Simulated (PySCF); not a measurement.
PySCF 2.14 output of an unrestricted B2PLYP calculation on a single atom or ion in dyall-av2z (16s12p7d2f, 101 functions), with no relativity, point nucleus:

```
SCF conv_tol = 1e-09
number electrons alpha = 13  beta = 10
    A. D. Becke.,  Phys. Rev. A 38, 3098 (1988)
    C. Lee, W. Yang, and R. G. Parr.,  Phys. Rev. B 37, 785 (1988)
    B. Miehlich, A. Savin, H. Stoll, and H. Preuss.,  Chem. Phys. Lett. 157, 200 (1989)
cycle= 1 E= -943.625485237092  delta_E= -0.00772  |g|= 0.0181  |ddm|= 0.191
cycle= 2 E= -943.625636117924  delta_E= -0.000151  |g|= 0.00763  |ddm|= 0.0448
cycle= 3 E= -943.625650532821  delta_E= -1.44e-05  |g|= 0.00253  |ddm|= 0.0136
cycle= 4 E= -943.62565340209  delta_E= -2.87e-06  |g|= 0.000434  |ddm|= 0.00505
cycle= 5 E= -943.625653571084  delta_E= -1.69e-07  |g|= 5.11e-05  |ddm|= 0.00233
cycle= 6 E= -943.625653573026  delta_E= -1.94e-09  |g|= 9.5e-06  |ddm|= 0.00022
cycle= 7 E= -943.625653573307  delta_E= -2.81e-10  |g|= 1.88e-06  |ddm|= 0.000116
converged SCF energy = -943.625653573307  <S^2> = 3.7553329  2S+1 = 4.0026656
```

The run itself started from symmetry-adapted Hartree-Fock orbitals and held the occupation by maximum overlap, on a logarithmic radial grid, so the iterations belong to that start.

Q: Which element, charge and spin multiplicity is this?

A: V (vanadium, neutral), multiplicity 4; the state was [Ar] 3d3 4s2, high-spin 4F determinant. The SCF energy lacks the PT2 part of the double hybrid.
